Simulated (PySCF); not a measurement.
## Correlation energy of B (boron, neutral)

[He] 2s1 2p1 3s1, high-spin 4P determinant (an excited configuration). Computed with PySCF 2.14 in dyall-acv3z (15s9p4d2f, 76 functions), with the spin-free X2C one-electron Hamiltonian (Gaussian nucleus). Frozen: nothing; 5 electrons correlated; the 5 highest virtual orbitals of each spin left out.

```json
{"level": "CCSD", "correlation energy (mhartree)": "-56.77"}
{"level": "(T)", "correlation energy (mhartree)": "-0.18"}
{"level": "CCSD(T)", "correlation energy (mhartree)": "-56.95"}
```

Diagnostics: T1 = 0.0083, D1 = 0.0252, largest double amplitude 0.041.

Question: Is a single reference adequate?

Answer: Yes: T1 lies below 0.03 and no double amplitude reaches 0.07.
